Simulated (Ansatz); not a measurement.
B₂ClH₅InN (`[BH2][In]([Cl])[BH]N`) at its PBE0-D4/def2-TZVP geometry, where that method's forces vanish. The species carries charge 0 and has multiplicity 1. In: def2 effective core potential.

```
atom   x (Å)   y (Å)   z (Å)
  B1  -1.836   1.627   1.621
 In2  -0.455   0.405   0.352
 Cl3   0.793  -0.868   1.997
  B4   0.491  -0.369  -1.547
  N5   1.475  -1.305  -1.312
  H6  -2.912   1.215   1.943
  H7  -1.512   2.701   2.035
  H8   0.226  -0.051  -2.670
  H9   1.727  -1.598  -0.376
 H10   2.003  -1.757  -2.042
```

Problem. For each bond, give half the difference of the two atoms' forces along it (eV/Å; positive pushes the atoms apart) under PBE-D4, r2SCAN-D4, B3LYP-D4, ωB97M-V in def2-TZVPP. (An estimate is asked.)

Solution. Computed: 
```
   bond  length (Å)  PBE-D4  r2SCAN-D4  B3LYP-D4  ωB97M-V
 B1–In2       2.239   -0.10      -0.04      0.09     0.07
  B1–H6       1.196    0.09      -0.02     -0.13    -0.12
  B1–H7       1.196    0.09      -0.02     -0.13    -0.12
In2–Cl3       2.425    0.24       0.07      0.26    -0.03
 In2–B4       2.259   -0.05       0.01      0.08    -0.03
  B4–N5       1.378    0.10       0.12      0.07     0.19
  B4–H8       1.196    0.00      -0.07     -0.18    -0.15
  N5–H9       1.012    0.22      -0.02     -0.03    -0.08
 N5–H10       1.009    0.19       0.00     -0.01    -0.06
```

B3LYP here is the variant with VWN-RPA as its local correlation; programs differ in this.
